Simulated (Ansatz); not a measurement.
Calculated with Ansatz (gas phase, PBE0-D4/def2-TZVP geometries, no zero-point term in ΔE). CBS: MP2 limit from def2 TZ/QZ plus the TZ coupled-cluster correction, frozen cores. This one scheme is used for every species. Functionals use def2-TZVPP. One conformer a species, not always the lowest.

Reaction (silylene formation by 1,1-elimination): `O[SiH](O)N[SiH2]F` → `N[SiH2]F` + `O[Si]O`

| level | ΔE (eV) |
| --- | --- |
| r2SCAN-D4 | 2.29 |
| B2PLYP | 2.05 |

(1) What does CCSD(T)/CBS give? (Estimate.)

Largest T1 diagnostic among the species: 0.015.

## Answers

(1) Ansatz gave: +2.19 eV. The listed levels differ from it by 0.10, -0.14 eV.

From PBE to PBE0 (25 % exact exchange), in def2-TZVPP and without D4, ΔE moves by +0.22 eV. The D4 term adds +0.20 eV with B3LYP and +0.11 eV with PBE0; it sums over pairs of atoms, weighted by their polarisabilities, and B3LYP, whose exchange is more repulsive, gets the larger term.

B3LYP here is the variant with VWN-RPA as its local correlation; programs differ in this.
